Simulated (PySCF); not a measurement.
Unknown: peak-picked proton spectrum

Formula C₆H₃F₃. The spectrum was simulated from the full spin Hamiltonian at 90 MHz with 1.2 Hz Lorentzian lines, from shifts rounded to 0.01 ppm and J to 0.1 Hz, couplings under 1 Hz left out.

Maxima in ppm (height), grouped by integral:
3H: 7.278 (3), 7.262 (2), 7.226 (5), 7.209 (5), 7.169 (9), 7.150 (18), 7.119 (21), 7.106 (29), 7.079 (67), 7.070 (77), 7.035 (81), 7.017 (74), 6.999 (90), 6.978 (100), 6.935 (58), 6.927 (62), 6.889 (12), 6.858 (23), 6.816 (9), 6.798 (8), 6.761 (3), 6.732 (3)

¹³C{¹H} NMR (computed): δ 165.6 (dd, J = 317.8, 7.5 Hz), 153.2 (dt, J = 318.1, 12.5 Hz), 131.5 (t, J = 5.1 Hz), 120.2 (m).

PySCF calculation with geometry: PBE0-D3(BJ)/def2-SVP, spin–spin couplings from B3LYP/pcJ-1 (spin–dipole term only in couplings to heteroatoms) and σ from GIAO-B3LYP/pcSseg-2; a single conformation, averaged over atoms made equivalent by symmetry, fast rotation or ring inversion, non-relativistic, isolated molecule.

δ = σ(ref) − σ, references computed at the same level: TMS for ¹H, ¹³C.

Question: Analyse the multiplets.

Answer: ¹H NMR (90 MHz, computed): δ 7.08 (m, 1H), 6.97 (m, 2H). These are first-order names from the parameters used; overlap and second-order distortion can hide them in the list.

Question: What is the compound?

Answer: `Fc1cccc(F)c1F`.

Mapped SMILES: `[F:1][c:2]1[cH:3][cH:4][cH:5][c:6]([F:7])[c:8]1[F:9]`. Each H is labelled by its parent atom.

1. δ 7.08: H(C4), hydrogen on an aromatic CH, coupled to H(C3)/H(C5) (9.5 Hz), F1/F7 (5.0 Hz), F9 (2.7 Hz).
2. δ 6.97: H(C3)/H(C5), hydrogen on an aromatic CH, coupled to F1/F7 (10.1 Hz), H(C4) (9.5 Hz), F9 (6.6 Hz), F1/F7 (2.2 Hz).

This is the structure that produced the data.

C–F couplings over four or more bonds (about 3 Hz to the para carbon of a fluoroarene) are left out. Common functionals overestimate the size of one-bond C–F couplings by tens of Hz; these are unscaled. Splittings below 1 Hz are ignored in the labels, and close J values are merged. Couplings among chemically equivalent protons are left out too, so labels in AA′BB′ or AA′XX′ sets are apparent multiplicities. Unscaled 3J(H,H) at this level run about 10 % above measured values. Shifts are as computed. Against solution values, carbons near 30 ppm lie about +3 ppm off and those near 130 ppm about +8 ppm. Of 1211 compounds with measured shifts, 218 miss one by over three times the rms of a fit or turn the order of signals round; such compounds aren't used in these exercises.
